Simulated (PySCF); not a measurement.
**$^{17}$O chemical shifts**

PySCF 2.14 calculation with shielding tensors at PBE0/pcSseg-1 (GIAO) and geometry from GFN2-xTB; no relativistic terms, averaged over atoms made equivalent by symmetry, fast rotation or ring inversion, gas phase, a single conformation.

Shieldings were converted by a linear fit to measured shifts: $^{17}$O: δ = 266.70 − 0.911σ (rms 10.7 ppm, 155 shifts, 12.2 ppm with the 3 outliers that the fit left out vs liquid water, solution or neat liquid). Occasional misses reach two or three times the rms, and more in compound classes unlike the fitted ones.

Question: Give the $^{17}$O shifts of `CC(C)O[Si@H](C)[SiH](N)N`.

Answer: 
```
                compound             environment  δ (ppm)
CC(C)O[Si@H](C)[SiH](N)N  oxygen bonded to C, Si     12.0
```

Question: Match the shifts 855.1, 583.6, 149.6, 66.1, 31.6 ppm to `FC[C@H]1CCCO1`, `O=C=C=C=O`, `O=CC1([SiH3])C=C1`, `CC[Si@@H](F)C=O`, `C=C1C=CO[SiH2]1`.

Answer: 855.1: CC[Si@@H](F)C=O (carbonyl oxygen); 583.6: O=CC1([SiH3])C=C1 (aldehyde oxygen); 149.6: O=C=C=C=O (carbonyl oxygen); 66.1: C=C1C=CO[SiH2]1 (oxygen bonded to C, Si, in a 5-membered ring); 31.6: FC[C@H]1CCCO1 (ether oxygen).
